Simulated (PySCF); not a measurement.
C5H13FSi, singlet, geometry from GFN2-xTB, atoms displaced at random by about 0.03 Å a coordinate; HF/STO-3G, gradient by finite differences run with PySCF.

Here is a job for PySCF.
```python
from pyscf import gto, scf

mol = gto.Mole()
mol.atom = '''
    C    -1.89410588   -1.66794228    0.21499792
    C    -1.28012487   -0.39370322    0.97337960
    Si   -0.00838416    0.50609156   -0.14420313
    C     0.61583089    2.04715290    0.77032739
    F    -0.78362816    1.00563492   -1.43699007
    C     1.34343375   -0.61322293   -0.71124200
    C     2.21491902   -1.27887471    0.30457686
    H    -1.11465267   -2.38654243    0.13388067
    H    -2.72923346   -2.11001895    0.86938262
    H    -2.32502514   -1.44150961   -0.68959772
    H    -2.15685571    0.29955915    1.15864508
    H    -0.86494293   -0.73043889    1.91411201
    H     1.27025612    2.61902860    0.09797833
    H    -0.18101464    2.69782326    1.05816327
    H     1.16446331    1.84808066    1.70791280
    H     0.94256948   -1.34250685   -1.41154018
    H     2.02579556    0.00919008   -1.39956801
    H     1.56966532   -1.90680359    1.01022729
    H     2.97810086   -1.86019282   -0.13093650
    H     2.64801402   -0.51480756    0.96553147
'''
mol.basis = 'sto-3g'
mol.verbose = 4
mol.build()

mf = scf.RHF(mol)
mf.conv_tol = 1e-11
mf.kernel()
scan, done = mf.as_scanner(), []
scan.scf_summary = {}
def energy(d):
    c = mol.atom_coords()
    c[19, 1] += d
    e = scan(mol.set_geom_(c, unit='Bohr', inplace=False))
    done.append(scan.converged)
    return e
h = 0.01
fd = (energy(h) - energy(-h)) / (2 * h)
print('dE/dx =', fd)
```

It wrote (shortened):

```
PySCF version 2.14.0

[INPUT] verbose = 4
[INPUT] num. atoms = 20
[INPUT] num. electrons = 66
[INPUT] charge = 0
[INPUT] spin (= nelec alpha-beta = 2S) = 0
[INPUT] symmetry False subgroup None
[INPUT] Mole.unit = angstrom
[INPUT] Symbol           X                Y                Z      unit          X                Y                Z       unit  Magmom
[...]
nuclear repulsion = 407.095189268512
number of shells = 36
number of NR pGTOs = 156
number of NR cGTOs = 52
basis = sto-3g
ecp = {}

******** <class 'pyscf.scf.hf.RHF'> ********
method = RHF
initial guess = minao
damping factor = 0
level_shift factor = 0
DIIS = <class 'pyscf.scf.diis.CDIIS'>
diis_start_cycle = 1
diis_space = 8
diis_damp = 0
SCF conv_tol = 1e-11
SCF conv_tol_grad = None
SCF max_cycles = 50
direct_scf = True
direct_scf_tol = 1e-13
Set gradient conv threshold to 3.16228e-06
Initial guess from minao.
init E= -578.794936115496
[...]
cycle= 1 E= -578.233605849241  delta_E= 0.561  |g|= 0.378  |ddm|= 4.97
[...]
cycle= 2 E= -578.303407868317  delta_E= -0.0698  |g|= 0.0811  |ddm|= 0.772
[...]
cycle= 3 E= -578.306619539615  delta_E= -0.00321  |g|= 0.0217  |ddm|= 0.164
[...]
cycle= 4 E= -578.306916717746  delta_E= -0.000297  |g|= 0.00429  |ddm|= 0.0563
[...]
cycle= 5 E= -578.306928834515  delta_E= -1.21e-05  |g|= 0.00114  |ddm|= 0.0113
[...]
cycle= 6 E= -578.30692964567  delta_E= -8.11e-07  |g|= 0.000163  |ddm|= 0.00305
[...]
cycle= 7 E= -578.306929661297  delta_E= -1.56e-08  |g|= 1.84e-05  |ddm|= 0.000433
[...]
cycle= 8 E= -578.306929661461  delta_E= -1.64e-10  |g|= 4.39e-06  |ddm|= 3.92e-05
[...]
cycle= 9 E= -578.30692966147  delta_E= -8.87e-12  |g|= 1e-06  |ddm|= 7.87e-06
[...]
Extra cycle  E= -578.306929661472  delta_E= -2.05e-12  |g|= 4.52e-07  |ddm|= 2.24e-06
converged SCF energy = -578.306929661472
Create scanner for <class 'pyscf.scf.hf.RHF'>

WARN: Mole.unit (angstrom) is changed to Bohr

New geometry
   1 C     -1.894105880000  -1.667942280000   0.214997920000 AA   -3.579341364128  -3.151954100783   0.406287186151 Bohr
   2 C     -1.280124870000  -0.393703220000   0.973379600000 AA   -2.419085409544  -0.743991260159   1.839420859239 Bohr
   3 Si    -0.008384160000   0.506091560000  -0.144203130000 AA   -0.015843766185   0.956374442354  -0.272504422005 Bohr
   4 C      0.615830890000   2.047152900000   0.770327390000 AA    1.163751721147   3.868558316109   1.455707793351 Bohr
   5 F     -0.783628160000   1.005634920000  -1.436990070000 AA   -1.480842605897   1.900374580099  -2.715517676020 Bohr
   6 C      1.343433750000  -0.613222930000  -0.711242000000 AA    2.538721853997  -1.158823391003  -1.344052588288 Bohr
   7 C      2.214919020000  -1.278874710000   0.304576860000 AA    4.185590335890  -2.416722949533   0.575566849280 Bohr
   8 H     -1.114652670000  -2.386542430000   0.133880670000 AA   -2.106388270315  -4.509911577354   0.252997799673 Bohr
   9 H     -2.729233460000  -2.110018950000   0.869382620000 AA   -5.157503769399  -3.987357933142   1.642895049257 Bohr
  10 H     -2.325025140000  -1.441509610000  -0.689597720000 AA   -4.393660747329  -2.724058368829  -1.303150826925 Bohr
  11 H     -2.156855710000   0.299559150000   1.158645080000 AA   -4.075866582104   0.566084751608   2.189521876775 Bohr
  12 H     -0.864942930000  -0.730438890000   1.914112010000 AA   -1.634505251079  -1.380329452831   3.617147470641 Bohr
  13 H      1.270256120000   2.619028600000   0.097978330000 AA    2.400436174853   4.949246766403   0.185152209842 Bohr
  14 H     -0.181014640000   2.697823260000   1.058163270000 AA   -0.342068094137   5.098147093881   1.999638775374 Bohr
  15 H      1.164463310000   1.848080660000   1.707912800000 AA    2.200516738005   3.492366303505   3.227487436639 Bohr
  16 H      0.942569480000  -1.342506850000  -1.411540180000 AA    1.781198170574  -2.536970266853  -2.667424354019 Bohr
  17 H      2.025795560000   0.009190080000  -1.399568010000 AA    3.828198792760   0.017366734263  -2.644800231603 Bohr
  18 H      1.569665320000  -1.906803590000   1.010227290000 AA    2.966237562028  -3.603336558437   1.909052901662 Bohr
  19 H      2.978100860000  -1.860192820000  -0.130936500000 AA    5.627794996732  -3.515254968682  -0.247434124709 Bohr
  20 H      2.648014020000  -0.509515787891   0.965531470000 AA    5.004021271809  -0.962845295256   1.824590042949 Bohr

******** <class 'pyscf.scf.hf.RHF_Scanner'> ********
method = RHF_Scanner
initial guess = minao
damping factor = 0
level_shift factor = 0
DIIS = <class 'pyscf.scf.diis.CDIIS'>
diis_start_cycle = 1
diis_space = 8
diis_damp = 0
SCF conv_tol = 1e-11
SCF conv_tol_grad = None
SCF max_cycles = 50
direct_scf = True
direct_scf_tol = 1e-13
Set gradient conv threshold to 3.16228e-06
init E= -578.305598745091
[...]
cycle= 1 E= -578.306825389529  delta_E= -0.00123  |g|= 0.000671  |ddm|= 0.00318
[...]
cycle= 2 E= -578.306825581203  delta_E= -1.92e-07  |g|= 0.000162  |ddm|= 0.00114
[...]
cycle= 3 E= -578.306825592251  delta_E= -1.1e-08  |g|= 4.34e-05  |ddm|= 0.000256
[...]
cycle= 4 E= -578.306825593315  delta_E= -1.06e-09  |g|= 6.69e-06  |ddm|= 9.27e-05
[...]
cycle= 5 E= -578.30682559334  delta_E= -2.47e-11  |g|= 1.48e-06  |ddm|= 1.47e-05
[...]
cycle= 6 E= -578.306825593343  delta_E= -3.07e-12  |g|= 3.78e-07  |ddm|= 3.27e-06
[...]
Extra cycle  E= -578.306825593342  delta_E= 9.09e-13  |g|= 1.44e-07  |ddm|= 6.97e-07
converged SCF energy = -578.306825593342

WARN: Mole.unit (angstrom) is changed to Bohr

New geometry
   1 C     -1.894105880000  -1.667942280000   0.214997920000 AA   -3.579341364128  -3.151954100783   0.406287186151 Bohr
   2 C     -1.280124870000  -0.393703220000   0.973379600000 AA   -2.419085409544  -0.743991260159   1.839420859239 Bohr
   3 Si    -0.008384160000   0.506091560000  -0.144203130000 AA   -0.015843766185   0.956374442354  -0.272504422005 Bohr
   4 C      0.615830890000   2.047152900000   0.770327390000 AA    1.163751721147   3.868558316109   1.455707793351 Bohr
   5 F     -0.783628160000   1.005634920000  -1.436990070000 AA   -1.480842605897   1.900374580099  -2.715517676020 Bohr
   6 C      1.343433750000  -0.613222930000  -0.711242000000 AA    2.538721853997  -1.158823391003  -1.344052588288 Bohr
   7 C      2.214919020000  -1.278874710000   0.304576860000 AA    4.185590335890  -2.416722949533   0.575566849280 Bohr
   8 H     -1.114652670000  -2.386542430000   0.133880670000 AA   -2.106388270315  -4.509911577354   0.252997799673 Bohr
   9 H     -2.729233460000  -2.110018950000   0.869382620000 AA   -5.157503769399  -3.987357933142   1.642895049257 Bohr
  10 H     -2.325025140000  -1.441509610000  -0.689597720000 AA   -4.393660747329  -2.724058368829  -1.303150826925 Bohr
  11 H     -2.156855710000   0.299559150000   1.158645080000 AA   -4.075866582104   0.566084751608   2.189521876775 Bohr
  12 H     -0.864942930000  -0.730438890000   1.914112010000 AA   -1.634505251079  -1.380329452831   3.617147470641 Bohr
  13 H      1.270256120000   2.619028600000   0.097978330000 AA    2.400436174853   4.949246766403   0.185152209842 Bohr
  14 H     -0.181014640000   2.697823260000   1.058163270000 AA   -0.342068094137   5.098147093881   1.999638775374 Bohr
  15 H      1.164463310000   1.848080660000   1.707912800000 AA    2.200516738005   3.492366303505   3.227487436639 Bohr
  16 H      0.942569480000  -1.342506850000  -1.411540180000 AA    1.781198170574  -2.536970266853  -2.667424354019 Bohr
  17 H      2.025795560000   0.009190080000  -1.399568010000 AA    3.828198792760   0.017366734263  -2.644800231603 Bohr
  18 H      1.569665320000  -1.906803590000   1.010227290000 AA    2.966237562028  -3.603336558437   1.909052901662 Bohr
  19 H      2.978100860000  -1.860192820000  -0.130936500000 AA    5.627794996732  -3.515254968682  -0.247434124709 Bohr
  20 H      2.648014020000  -0.520099332109   0.965531470000 AA    5.004021271809  -0.982845295256   1.824590042949 Bohr

******** <class 'pyscf.scf.hf.RHF_Scanner'> ********
method = RHF_Scanner
initial guess = minao
damping factor = 0
level_shift factor = 0
DIIS = <class 'pyscf.scf.diis.CDIIS'>
diis_start_cycle = 1
diis_space = 8
diis_damp = 0
SCF conv_tol = 1e-11
SCF conv_tol_grad = None
SCF max_cycles = 50
direct_scf = True
direct_scf_tol = 1e-13
Set gradient conv threshold to 3.16228e-06
init E= -578.309490050779
[...]
cycle= 1 E= -578.307006899042  delta_E= 0.00248  |g|= 0.00134  |ddm|= 0.00636
[...]
cycle= 2 E= -578.307007665502  delta_E= -7.66e-07  |g|= 0.000325  |ddm|= 0.00227
[...]
cycle= 3 E= -578.307007709506  delta_E= -4.4e-08  |g|= 8.65e-05  |ddm|= 0.000512
[...]
cycle= 4 E= -578.307007713723  delta_E= -4.22e-09  |g|= 1.33e-05  |ddm|= 0.000185
[...]
cycle= 5 E= -578.307007713825  delta_E= -1.03e-10  |g|= 2.97e-06  |ddm|= 2.92e-05
[...]
cycle= 6 E= -578.30700771383  delta_E= -4.43e-12  |g|= 7.53e-07  |ddm|= 6.56e-06
[...]
Extra cycle  E= -578.307007713832  delta_E= -1.93e-12  |g|= 2.86e-07  |ddm|= 1.39e-06
converged SCF energy = -578.307007713832
dE/dx = 0.009106024469929253
```
